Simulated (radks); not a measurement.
Removal energies from the nickel ion Ni13+, [Ne] 3s2 3p3, by Delta-SCF beside the eigenvalue of the level emptied. Method: scalar-relativistic Kohn-Sham, r2SCAN, spin-polarised, spherical densities, finite nucleus; meta-GGA in the generalised Kohn-Sham scheme; Fermi nuclear charge, rms radius of each element as measured or else 0.836 A^(1/3) + 0.57 fm; computed with a radial shooting solver on a logarithmic mesh with Libxc functionals. Open shells are filled with parallel spins first.

removed from   final configuration  Delta-SCF (eV)  -eigenvalue (eV)
3p                    [Ne] 3s2 3p2          428.68            411.96
3s                    [Ne] 3s1 3p3          454.11            441.49
2p            [He] 2s2 2p5 3s2 3p3          1299.5            1254.3
2s            [He] 2s1 2p6 3s2 3p3          1432.5            1393.5
